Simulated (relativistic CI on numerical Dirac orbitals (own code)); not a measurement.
**Nd3+: 4d photoemission**

Computed with this model: Dirac-Coulomb-Breit CI, KLI orbitals optimised for each configuration, model QED (radiative potential, 1s self-energy scaled to tabulated hydrogen-like ionisation energies), valence Slater integrals scaled by 0.8, multiplet model of photoemission in the sudden approximation; configurations [Xe] 4f3 → [Kr] 4d9 4f3 5s2 5p6; 80 K; Lorentzian 1 eV and Gaussian 0.6 eV FWHM. Energies are those of the free ion, without screening or charge transfer. The energies are binding energies and can lie tens of eV above those of solids. S is read from ⟨S²⟩ = S(S + 1).

free ion: ground-state S = 1.48, centroid 158.82 eV. Peaks (eV, height): 153.2 (59), 155.4 (100), 158.4 (57), 162.8 (11), 173.8 (10), 183.4 (12), 185.4 (6).

Strongest unbroadened transitions for free ion:

| Energy (eV) | Relative strength |
| --- | --- |
| 153.07 | 52.7 |
| 153.13 | 78.0 |
| 153.41 | 62.9 |
| 154.24 | 27.3 |
| 154.32 | 24.5 |
| 155.06 | 78.9 |
| 155.21 | 90.1 |
| 155.23 | 76.9 |
| 155.61 | 100.0 |
| 156.04 | 66.2 |
| 156.51 | 34.9 |
| 158.10 | 39.2 |
| 158.13 | 24.1 |
| 158.51 | 23.3 |
| 159.11 | 65.7 |
| 160.44 | 28.3 |
| 173.89 | 43.3 |
| 183.40 | 44.5 |
